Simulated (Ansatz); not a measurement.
`BBN` + `[SiH3][GaH][SH]` → `B[S][GaH][SiH3]` + `BN` at 298.15 K and 1 bar (cleavage of the B–B bond).

Calculated with Ansatz (gas phase, PBE0-D4/def2-TZVP geometries, no zero-point term in ΔE). CCSD(T)/CBS adds triple-zeta CCSD(T) − MP2 to the extrapolated MP2 energy (def2 sets, frozen cores). This one scheme is used for every species. For Ga outer-core shells are correlated without core-valence functions, which leaves a few kJ/mol of doubt a bond. Scalar relativity is left out up to krypton. One conformer a species, not always the lowest.

| species | CCSD(T)/CBS energy (Eh) | H − E (kJ/mol) | S (J/(mol·K)) |
| --- | --- | --- | --- |
| `BBN` | -107.29684 | 171.1 | 272.5 |
| `[SiH3][GaH][SH]` | -2613.82650 | 127.4 | 349.8 |
| `B[S][GaH][SiH3]` | -2639.22992 | 166.4 | 375.9 |
| `BN` | -81.93499 | 137.2 | 228.1 |

H − E and S are ideal-gas, rigid-rotor, harmonic terms from PBE0-D4/def2-TZVP, for one conformer and one mirror image of each species. 1 Eh = 2625.50 kJ/mol, R = 8.31446 J/(mol·K).

Task: By hand: ΔE, ΔH, ΔS and ΔG.

Result: ΔE = (-2639.22992) + (-81.93499) − (-107.29684) − (-2613.82650) = -0.04157 Eh = -109.1 kJ/mol. Δ(H − E) = 166.4 + 137.2 − 171.1 − 127.4 = 5.1, so ΔH = -104.0 kJ/mol. ΔS = 375.9 + 228.1 − 272.5 − 349.8 = -18.3 J/(mol·K). ΔG = -104.0 − 298.15 × (-18.3)/1000 = -98.5 kJ/mol.

Task: By hand: the equilibrium constant, and the temperature at which ΔG would vanish if ΔH and ΔS stayed fixed.

Result: log₁₀ K = −ΔG/(RT ln 10) = 17.3. ΔG = 0 at ΔH/ΔS = 5683 K, far beyond where these terms or the molecules hold.

ΔH outweighs TΔS. A doubt of 5 kJ/mol in ΔE shifts log₁₀ K by 0.9 here. Other conformers and mirror images would add mixing entropy, several J/(mol·K) or more a flexible species. Modes under 60 cm⁻¹, often nearly free rotors, make the harmonic entropy too high. These are equilibria of isolated gas molecules and say nothing of rates. Largest T1 diagnostic: 0.014 (customary marks: 0.02 for closed shells, 0.045 for open ones).
